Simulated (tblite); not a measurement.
Compound: C₄H₁₀B₂FN.
Numbering: `[CH2:1]=[CH:2][C@H:3]([CH3:4])[BH:5][NH:6][BH:7][F:8]` (hydrogens: H9, H10 on C1; H11 on C2; H12 on C3; H13, H14, H15 on C4; H16 on B5; H17 on N6; H18 on B7)

Computed with GFN2-xTB (tblite), gas phase: L-BFGS steps from a force-field or distance-geometry start until the largest atomic force falls under 0.01 eV/Å.

Step 47: E = -649.2751 eV
```
atom  x, y, z in Å  |  force x, y, z in eV/Å
C1     -1.8562   -1.8889    0.1196    0.032   0.045   0.002
C2     -1.5559   -0.6856   -0.3382    0.073   0.010  -0.066
C3     -0.4513    0.2035    0.1631   -0.021  -0.086   0.023
C4     -1.0608    1.5611    0.5638   -0.003  -0.032  -0.028
B5      0.6615    0.4647   -0.9491    0.084  -0.015   0.100
N6      2.0320    0.2003   -0.7107    0.013  -0.014   0.009
B7      2.7132   -0.3857    0.3767   -0.019  -0.041   0.095
F8      4.0422   -0.4353    0.3187   -0.120   0.020  -0.072
H9     -1.3033   -2.3521    0.9239   -0.033   0.058  -0.056
H10    -2.6739   -2.4662   -0.2890    0.114   0.066   0.045
H11    -2.1325   -0.2618   -1.1507   -0.033  -0.005  -0.007
H12    -0.0308   -0.2426    1.0676   -0.004  -0.043  -0.058
H13    -1.5001    2.0584   -0.2955   -0.070  -0.013  -0.064
H14    -0.2993    2.2208    0.9721    0.006  -0.045   0.079
H15    -1.8355    1.3938    1.3063   -0.040   0.118   0.081
H16     0.3764    0.9701   -1.9699   -0.033  -0.068   0.004
H17     2.6602    0.4880   -1.4508    0.021   0.006  -0.032
H18     2.2051   -0.8362    1.3305    0.031   0.038  -0.054
```

Step 48: E = -649.2802 eV
```
atom  x, y, z in Å  |  force x, y, z in eV/Å
C1     -1.8502   -1.8803    0.1180    0.035   0.020  -0.032
C2     -1.5497   -0.6814   -0.3494    0.066   0.010  -0.035
C3     -0.4494    0.2048    0.1636   -0.015  -0.049   0.023
C4     -1.0658    1.5566    0.5704    0.002   0.008  -0.007
B5      0.6652    0.4652   -0.9482    0.015  -0.017   0.093
N6      2.0354    0.2008   -0.7143    0.031  -0.011  -0.017
B7      2.7103   -0.3793    0.3796    0.012  -0.042   0.038
F8      4.0378   -0.4542    0.3113   -0.124   0.017  -0.034
H9     -1.2980   -2.3392    0.9244   -0.024   0.065  -0.036
H10    -2.6609   -2.4633   -0.2913    0.051   0.028   0.022
H11    -2.1237   -0.2588   -1.1662    0.004  -0.031   0.035
H12    -0.0349   -0.2427    1.0714   -0.013  -0.046  -0.101
H13    -1.5091    2.0626   -0.2818   -0.064  -0.038  -0.079
H14    -0.3040    2.2126    0.9802    0.037   0.005   0.099
H15    -1.8368    1.3872    1.3169   -0.037   0.093   0.059
H16     0.3650    0.9539   -1.9722    0.005  -0.046  -0.012
H17     2.6668    0.4694   -1.4604   -0.030   0.007  -0.004
H18     2.1930   -0.8078    1.3367    0.049   0.025  -0.013
```

Step 49: E = -649.2829 eV
```
atom  x, y, z in Å  |  force x, y, z in eV/Å
C1     -1.8455   -1.8753    0.1166    0.031  -0.007  -0.041
C2     -1.5440   -0.6794   -0.3556    0.042   0.021  -0.023
C3     -0.4481    0.2058    0.1636   -0.006   0.011   0.014
C4     -1.0692    1.5544    0.5748    0.002   0.032   0.021
B5      0.6674    0.4660   -0.9473   -0.034  -0.011   0.053
N6      2.0364    0.1986   -0.7170    0.001  -0.009   0.005
B7      2.7069   -0.3764    0.3815   -0.005  -0.032   0.009
F8      4.0316   -0.4638    0.3045   -0.058   0.001   0.000
H9     -1.2971   -2.3329    0.9250    0.001   0.063  -0.011
H10    -2.6519   -2.4596   -0.2941   -0.005  -0.011  -0.001
H11    -2.1180   -0.2587   -1.1738    0.023  -0.034   0.042
H12    -0.0326   -0.2437    1.0692   -0.024  -0.052  -0.080
H13    -1.5156    2.0639   -0.2748   -0.041  -0.055  -0.059
H14    -0.3066    2.2077    0.9877    0.035   0.024   0.082
H15    -1.8388    1.3866    1.3249   -0.015   0.063   0.020
H16     0.3611    0.9447   -1.9742    0.020  -0.032  -0.015
H17     2.6694    0.4568   -1.4646   -0.026   0.016  -0.029
H18     2.1856   -0.7884    1.3421    0.060   0.011   0.013
```

Question: Estimate the geometry and energy of step 50. (The exact step hangs on the optimiser's Hessian estimate; all steps are aligned on step 49, rigid shifts and turns removed.)

Answer: E = -649.2844 eV, largest force 0.076 eV/Å
```
atom  x, y, z in Å  |  force x, y, z in eV/Å
C1     -1.8414   -1.8727    0.1145    0.024  -0.015  -0.042
C2     -1.5384   -0.6782   -0.3592    0.015   0.017  -0.012
C3     -0.4470    0.2081    0.1637   -0.002   0.054   0.005
C4     -1.0716    1.5543    0.5798   -0.004   0.039   0.033
B5      0.6672    0.4675   -0.9474   -0.031  -0.006   0.009
N6      2.0355    0.1963   -0.7190   -0.001   0.007  -0.026
B7      2.7024   -0.3746    0.3829    0.000  -0.017  -0.008
F8      4.0249   -0.4727    0.2989   -0.011  -0.014   0.023
H9     -1.2978   -2.3281    0.9262    0.021   0.051   0.009
H10    -2.6454   -2.4579   -0.2981   -0.025  -0.025  -0.012
H11    -2.1107   -0.2603   -1.1791    0.018  -0.022   0.022
H12    -0.0278   -0.2442    1.0648   -0.031  -0.057  -0.039
H13    -1.5218    2.0648   -0.2688   -0.008  -0.066  -0.021
H14    -0.3089    2.2065    0.9966    0.013   0.020   0.049
H15    -1.8402    1.3853    1.3322    0.004   0.048  -0.009
H16     0.3615    0.9374   -1.9786    0.013  -0.020  -0.010
H17     2.6703    0.4452   -1.4693   -0.056   0.008  -0.005
H18     2.1802   -0.7703    1.3486    0.060  -0.003   0.034
```

The energy changes by -0.0015 eV. The first-order estimate −F·Δx gives -0.0023 eV and the mean of the old and new forces, exact on a quadratic surface, -0.0016 eV. The step makes an angle of 76° with the force vector and moves no atom by more than 0.020 Å.

The cost below is that of the whole relaxation. The run took 0.57 s wall on one thread, Arm Neoverse V2 (aarch64), no GPU, on a shared host.
